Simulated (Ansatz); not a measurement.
Isolated molecules relaxed with PBE0-D4/def2-TZVP in Ansatz; ΔE leaves out vibrations. CBS: MP2 limit from def2 TZ/QZ plus the TZ coupled-cluster correction, frozen cores. This one scheme is used for every species. DFT in def2-TZVPP. One conformer a species, not always the lowest.

`N#COBO` + H₂ → `C#N` + `OBO`  (hydrogenolysis of a C–O bond)

| level | ΔE (kJ/mol) |
| --- | --- |
| PBE-D4 | -99.3 |
| r2SCAN | -103.8 |
| CCSD/def2-TZVPP | -124.8 |
| MP2/CBS(def2) | -122.1 |

Problem. What does CCSD(T)/CBS give? (Best estimate.)

Solution. Computed: -123.3 kJ/mol. The listed levels differ from it by 24.0, 19.5, -1.5, 1.2 kJ/mol.

Largest T1 diagnostic among the species: 0.015.

From PBE to PBE0 (25 % exact exchange), in def2-TZVPP and without D4, ΔE moves by −6.2 kJ/mol. The D4 term adds +4.9 kJ/mol with B3LYP and +2.7 kJ/mol with PBE0; it sums over pairs of atoms, weighted by their polarisabilities, and B3LYP, whose exchange is more repulsive, gets the larger term. In def2-TZVPP, CCSD(T) changes the Hartree–Fock value by +4.4 kJ/mol (the triples alone add +4.0 kJ/mol) and MP2 by +5.6 kJ/mol.

B3LYP here is the variant with VWN-RPA as its local correlation; programs differ in this.
